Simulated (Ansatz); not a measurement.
Ideal-gas functions of C₂H₄SeSi (`C#C[Se][SiH3]`) at 600 K and 1 bar, from an Ansatz frequency run at PBE0-D4/def2-TZVP.

Molar mass 135.1 g/mol, point group Cs (symmetry number 1), electronic degeneracy 1, moments of inertia 98.365, 185.319, 277.716 u Å². Harmonic wavenumbers (cm⁻¹, unscaled): 91, 127, 329, 342, 388, 577, 583, 601, 614, 703, 892, 924, 947, 2159, 2236, 2255, 2258, 3478.

Use S(trans) = R[1.5 ln M + 2.5 ln T − 1.1517]; rotational temperatures θ = 24.2544 K / I; S(rot) = R[ln(√π/σ · √(T³/θAθBθC)) + 1.5]; for each mode x = 1.438777 ν̃/T, S = R[x/(eˣ − 1) − ln(1 − e⁻ˣ)] and H = RT x/(eˣ − 1); 1 cm⁻¹ = 0.0119627 kJ/mol; R = 8.31446 J/(mol·K).

By hand: the entropy, in J/(mol·K).

Translation 184.6. Rotation: θ = 0.2466, 0.1309, 0.0873 K, giving 121.4. Vibration, mode by mode: 20.99, 18.23, 10.50, 10.19, 9.21, 6.25, 6.17, 5.96, 5.81, 4.89, 3.42, 3.22, 3.08, 0.29, 0.25, 0.24, 0.24, 0.02, in all 109.0. Electronic 0.0. Sum 415.0 J/(mol·K).

By hand: H − E and G − E in kJ/mol, counted from the electronic energy.

Zero-point energy ½ × 19504 × 0.0119627 = 116.7; thermal vibration 33.8; translation, rotation and pV give 4 RT = 20.0. H − E = 170.5 kJ/mol, and G − E = 170.5 − 600 × 415.0/1000 = -78.5 kJ/mol.

Vibration gives 26 % of the entropy, 39.2 J/(mol·K) of it from the modes under 150 cm⁻¹: soft modes count most, and the harmonic formula is weakest for them.
